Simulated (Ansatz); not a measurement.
The cluster Sn₄Cl₄, relaxed as a singlet with RKS PBE0-D4/def2-SVP in Ansatz, starting from the GFN1-xTB geometry. Force threshold 0.02 eV/Å.

In the def2 sets Sn takes a core potential; there is no spin–orbit coupling. Another isomer (singlet) lies 0.48 eV lower at PBE0-D4/def2-TZVP; other spin states weren't run for this one.

Start:

```xyz
8

Sn   -1.364   -0.050   -1.140
Sn    1.109    1.579   -1.262
Sn    0.965   -0.330    0.920
Sn   -0.915   -2.458    0.730
Cl    2.454    3.368   -0.454
Cl   -3.188   -1.067    0.281
Cl    1.699   -2.828    0.313
Cl   -0.760    1.786    0.613
```

```csv
step,energy (eV),largest force component (eV/Å),SCF passes
1,-73392.9861,1.128,17
2,-73393.2815,0.430,28
3,-73393.3800,0.241,22
4,-73393.4215,0.186,22
5,-73393.4697,0.165,21
6,-73393.4990,0.104,21
7,-73393.5185,0.090,21
8,-73393.5378,0.216,22
9,-73393.5530,0.230,21
10,-73393.5708,0.159,21
11,-73393.5885,0.161,22
12,-73393.5894,0.277,21
13,-73393.6011,0.081,21
14,-73393.6058,0.167,21
15,-73393.6139,0.129,20
16,-73393.6157,0.053,22
17,-73393.6175,0.110,21
18,-73393.6192,0.222,21
19,-73393.6238,0.072,22
20,-73393.6261,0.055,21
21,-73393.6310,0.157,20
22,-73393.6316,0.266,21
23,-73393.6342,0.264,21
24,-73393.6420,0.116,22
25,-73393.6462,0.090,20
26,-73393.6491,0.097,20
27,-73393.6515,0.070,21
28,-73393.6540,0.039,22
29,-73393.6544,0.019,22
```

Force components are those of the run's own axes.

End:

```xyz
8

Sn   -2.2544   -0.5498   -0.9111
Sn    1.8209    1.8380   -0.8420
Sn    1.0949   -0.8087    0.2502
Sn   -1.0806   -2.1732    1.3294
Cl    1.0526    2.7626    1.2569
Cl   -2.2482    0.2344    1.5553
Cl    2.2151   -2.6461   -0.8342
Cl   -0.6003    1.3427   -1.8045
```

Bonds lost: Sn3–Cl8, Sn4–Cl7 (atoms count from 1). Metal–metal contacts that move far: Sn1–Sn2 2.96 to 4.72 Å.

No frequencies were taken in this run, so the end may be a saddle point.

Hardware: 4 threads of Intel Xeon on a shared host. Wall time 7.7 min, peak host memory 0.73 GiB.
